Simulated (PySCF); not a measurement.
(E)-3-chloropent-3-en-1-yne (C₅H₅Cl), SMILES C#C/C(=C\C)Cl. Heavy atoms are numbered as in [CH:1]#[C:2]/[C:3]([Cl:4])=[CH:5]\[CH3:6]. Hydrogens are named by the atom that carries them.

Geometry optimised at B3LYP-D3(BJ)/def2-SVP.

The numbers are results of M06-2X/def2-TZVP (PySCF), not measurements.

ESP charges are fitted to the potential on shells at 1.4 to 2.0 van der Waals radii. Atomic charges (e), one atom of each kind:

| atom | meta-Löwdin | Löwdin | ESP fit |
|---|---|---|---|
| C1 (CH) | -0.18 | -0.06 | -0.60 |
| C2 | -0.04 | -0.12 | 0.37 |
| C3 | 0.00 | -0.44 | -0.30 |
| Cl4 | -0.06 | 0.38 | ? |
| C5 (CH) | -0.08 | -0.16 | ? |
| C6 (CH3) | -0.33 | -0.29 | -0.47 |
| H on C1 | 0.18 | 0.13 | 0.36 |
| H on C5 | 0.13 | 0.15 | ? |
| H on C6 | 0.13 | 0.14 | ? |

Question: What belongs in the gaps? (Estimate from the structure and the level; the computed values follow.)

Answer: 
- Cl4, ESP fit: -0.06
- C5 (CH), ESP fit: 0.17
- H on C5, ESP fit: 0.09
- H on C6, ESP fit: 0.15

Question: Give the Mayer and Wiberg (Löwdin basis) orders of the bonds. (Estimate from the structure and the level; the computed values follow.)

Answer: 
| bond | Mayer | Wiberg |
|---|---|---|
| C1–C2 | 2.95 | 2.89 |
| C2–C3 | 1.09 | 1.32 |
| C3–Cl4 | 1.10 | 1.57 |
| C3–C5 | 1.81 | 1.90 |
| C5–C6 | 0.94 | 1.30 |
